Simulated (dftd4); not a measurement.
dimethyl telluride (C$_{2}$H$_{6}$Te), singlet, geometry from GFN2-xTB; D4 for b97d (dftd4 4.2.0).

Here is a job for dftd4.
```
$ dftd4 mol.xyz --func b97d --charge 0 --json dftd4.json --noedisp --grad

# file mol.xyz
9

C      1.51403960    -0.61814695     0.97361016
Te     0.01637111     0.19648656    -0.35400888
C     -1.60205503    -0.43829160     0.92933228
H      1.38011691    -1.68745138     1.07645886
H      2.48866467    -0.41855255     0.54994310
H      1.44343271    -0.14926988     1.94678120
H     -1.59498997    -1.51573359     1.03418433
H     -2.53486000    -0.12860379     0.47856174
H     -1.50556944     0.02094119     1.90487761
```

What the program printed (banner, timings and long lists left out):

```
                    ____  _____ _____     ____  _  _
      -------------|  _ \|  ___|_   _|---|  _ \| || |------------
     |             | | | | |_    | | ___ | | | | || |_           |
     |             | |_| |  _|   | ||___|| |_| |__   _|          |
     |             |____/|_|     |_|     |____/   |_|            |
     |             ===================================           |
     |            E. Caldeweyher, S. Ehlert & S. Grimme          |
     |          Mulliken Center for Theoretical Chemistry        |
     |                    University of Bonn                     |
      -----------------------------------------------------------

Rational (Becke-Johnson) damping: b97d-D4-ATM
---------------------
  s6         1.0000
  s8         1.6946
  s9         1.0000
  a1         0.2890
  a2         4.1341
 alp        16.0000
--------------------

Dispersion energy:      -2.6864513434471E-02 Eh

Gradient norm:           3.7722279015464E-03 Eh/a0
--------------------------------------------------
     #    Z           dE/dx      dE/dy      dE/dz
--------------------------------------------------
     1    6 C     1.436E-03 -2.948E-04  4.009E-04
     2   52 Te    1.104E-04  1.325E-03 -2.388E-03
     3    6 C    -1.471E-03 -1.270E-04  3.596E-04
     4    1 H     4.664E-04 -3.685E-04  2.466E-04
     5    1 H     4.487E-04 -1.114E-04  1.628E-04
     6    1 H     4.839E-04 -5.473E-05  4.245E-04
     7    1 H    -5.125E-04 -3.120E-04  2.327E-04
     8    1 H    -4.630E-04 -5.874E-05  1.498E-04
     9    1 H    -4.988E-04  1.990E-06  4.105E-04
--------------------------------------------------

Virial:
--------------------------------------------------
      component           x          y          z
--------------------------------------------------
          x       1.839E-02 -8.358E-04 -3.601E-05
          y      -8.358E-04  3.128E-03 -3.374E-03
          z      -3.601E-05 -3.374E-03  7.267E-03
--------------------------------------------------

[Info] Dispersion results written to 'dftd4.txt'
[Info] JSON dump of results written to 'dftd4.json'
```
